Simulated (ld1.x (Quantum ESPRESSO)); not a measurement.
Values are calculated unless marked as measured or tabulated.
# Potentials for B compared

Generated with ld1.x 7.5 (TM, RRKJ, ultrasoft, PAW), atompaw 4.2 or ONCVPSP 4.0.1. The cutoff is in Ry: for ld1.x and atompaw files where the sum of valence levels is converged to 10 mRy in a Bessel basis, for ONCV files where the hardest occupied wave has 1 mHa per electron of residual kinetic energy. The error is the largest all-electron minus pseudo excitation energy over each file’s own four to seven test configurations (ionisations up to +4, promotions, holes and added fractions of an electron), all of which were solved. The labels leave out finer settings (local radius, basis sizes, second energies), which also bear on the numbers. Spin-polarised tests are not counted. The rows are a selection from randomly drawn settings: files with unsolved tests, undetermined cutoffs or missed reference levels are left out.

```tsv
potential	cutoff (Ry)	largest error (meV)	bound ghosts
TM, LDA (PZ), scalar-relativistic, rc 1.55/2.00/1.70 (spd), local p, core correction no, reference 2s2 2p1	21	+132	none
PAW, LDA (PZ), non-relativistic, rc 1.40/3.85 (sp), local smoothed, core correction yes, reference 2s2 2p1	8	-28	none
TM, PBE, scalar-relativistic, rc 1.60/3.45 (sp), local smoothed, core correction yes, reference 2s2 2p0	18	+302	none
RRKJ, PBEsol, scalar-relativistic, rc 1.15/2.10/1.60 (spd), local smoothed, core correction yes, reference 2s2 2p1	50	+97	none
```

(1) Fill in the row for B: ultrasoft, LDA (PZ), scalar-relativistic, rc 1.30/2.10 (sp), local smoothed, core correction yes, reference 2s2 2p1.

(2) Fill in the row for B: TM, PBE, scalar-relativistic, rc 1.55/3.35/3.40 (spd), local smoothed, core correction yes, reference 2s1.5 2p0.

Answers

(1) cutoff 15 Ry, largest error -42 meV, bound ghosts: none.

(2) cutoff 18 Ry, largest error +605 meV, bound ghosts: none.
